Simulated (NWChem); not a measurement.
The numbers come from NWChem runs, not from measurements. System: CH$_{3}$F$_{3}$Si, charge 0, spin multiplicity 1, displaced from the optimised geometry. The structure started from a generated list of species. Level: BP86/def2-SVP.

Job file:

```
start mol
memory heap 200 mb stack 800 mb global 1000 mb
geometry units angstroms nocenter noautoz
  F     -1.953458     0.697061     0.000000
  C     -1.339339    -0.579206     0.000000
  Si     0.584427    -0.435531     0.000000
  F      1.084760     0.413244     1.336451
  F      1.084760     0.413244    -1.336451
  H     -1.677978    -1.170061    -0.912461
  H     -1.677978    -1.170061     0.912461
  H      1.265439    -1.799152     0.000000
  symmetry group Cs
end
basis spherical
  * library def2-svp
end
dft
  xc becke88 perdew86
  semidirect memsize 60000000 filesize 0
  iterations 100
  grid xcoarse
end
task dft gradient
```

NWChem printed:

```
             Northwest Computational Chemistry Package (NWChem) 7.3.0
             --------------------------------------------------------

                                NWChem Input Module
                                -------------------

 Scaling coordinates for geometry "geometry" by  1.889725989
 (inverse scale =  0.529177249)

 Turning off AUTOSYM since
 SYMMETRY directive was detected!

                             Geometry "geometry" -> ""
                             -------------------------

 Output coordinates in angstroms (scale by  1.889725989 to convert to a.u.)

  No.       Tag          Charge          X              Y              Z
 ---- ---------------- ---------- -------------- -------------- --------------
    1 F                    9.0000    -1.95345800     0.69706100     0.00000000
    2 C                    6.0000    -1.33933900    -0.57920600     0.00000000
    3 Si                  14.0000     0.58442700    -0.43553100     0.00000000
    4 F                    9.0000     1.08476000     0.41324400     1.33645100
    5 F                    9.0000     1.08476000     0.41324400    -1.33645100
    6 H                    1.0000    -1.67797800    -1.17006100    -0.91246100
    7 H                    1.0000    -1.67797800    -1.17006100     0.91246100
    8 H                    1.0000     1.26543900    -1.79915200     0.00000000

 Effective nuclear repulsion energy (a.u.)     241.5109220044

            Nuclear Dipole moment (a.u.)
            ----------------------------
        X                 Y               Z
 ---------------- ---------------- ----------------
    -0.0000283459    -0.0000056692     0.0000000000

      Symmetry information
      --------------------

 Group name             Cs
 Group number              2
 Group order               2
 No. of unique centers     6

      Symmetry unique atoms

     1    2    3    4    6    8


 Summary of "ao basis" -> "" (spherical)
 ------------------------------------------------------------------------------
       Tag                 Description            Shells   Functions and Types
[...]
          Charge           :     0
          Spin multiplicity:     1
          Use of symmetry is: on ; symmetry adaption is: on
          Maximum number of iterations: 100
          AO basis - number of functions:    89
                     number of shells:    41
          Convergence on energy requested:  1.00D-06
          Convergence on density requested:  1.00D-05
          Convergence on gradient requested:  5.00D-04

              XC Information
              --------------
                    Becke 1988 Exchange Functional  1.000
                Perdew 1981 Correlation Functional  1.000 local
                Perdew 1986 Correlation Functional  1.000 non-local

             Grid Information
             ----------------
          Grid used for XC integration:  xcoarse
          Radial quadrature: Mura-Knowles
          Angular quadrature: Lebedev.
          Tag              B.-S. Rad. Rad. Pts. Rad. Cut. Ang. Pts.
          ---              ---------- --------- --------- ---------
          F                   0.50       21          10.0       194
          C                   0.70       21           8.0       194
          Si                  1.10       42           8.0       194
          H                   0.35       21           8.0       194
          Grid pruning is: on
          Number of quadrature shells:   147
          Spatial weights used:  Erf1

          Convergence Information
          -----------------------
          Convergence aids based upon iterative change in
          total energy or number of iterations.
          Levelshifting, if invoked, occurs when the
          HOMO/LUMO gap drops below (HL_TOL):  1.00D-02
          DIIS, if invoked, will attempt to extrapolate
          using up to (NFOCK): 10 stored Fock matrices.

                    Damping( 0%)  Levelshifting(0.5)       DIIS
                  --------------- ------------------- ---------------
          dE  on:    start            ASAP                start
          dE off:    2 iters        100 iters           100 iters

      Screening Tolerance Information
      -------------------------------
          Density screening/tol_rho:  1.00D-10
          AO Gaussian exp screening on grid/accAOfunc:  14
          CD Gaussian exp screening on grid/accCDfunc:  20
          XC Gaussian exp screening on grid/accXCfunc:  20
          Schwarz screening/accCoul:  1.00D-08

                            NWChem DFT Gradient Module
                            --------------------------

  charge          =   0.00
  wavefunction    = closed shell

  Using symmetry

                         DFT ENERGY GRADIENTS

    atom               coordinates                        gradient
                 x          y          z           x          y          z
   1 F      -3.691500   1.317254   0.000000   -0.009015   0.019090   0.000000
   2 C      -2.530984  -1.094541   0.000000    0.004392  -0.003820   0.000000
   3 Si      1.104407  -0.823034   0.000000   -0.005661  -0.011104   0.000000
   4 F       2.049899   0.780918   2.525526    0.006275   0.010658   0.016851
   5 F       2.049899   0.780918  -2.525526    0.006275   0.010658  -0.016851
   6 H      -3.170919  -2.211095  -1.724301   -0.003582  -0.007823  -0.010034
   7 H      -3.170919  -2.211095   1.724301   -0.003582  -0.007823   0.010034
   8 H       2.391333  -3.399904   0.000000    0.004897  -0.009836   0.000000

                 ----------------------------------------
                 |  Time  |  1-e(secs)   |  2-e(secs)   |
                 ----------------------------------------
                 |  CPU   |       0.01   |       2.13   |
                 ----------------------------------------
                 |  WALL  |       0.01   |       2.13   |
                 ----------------------------------------

 Task  times  cpu:        3.9s     wall:        3.9s

 Total times  cpu:        3.9s     wall:        3.9s
```
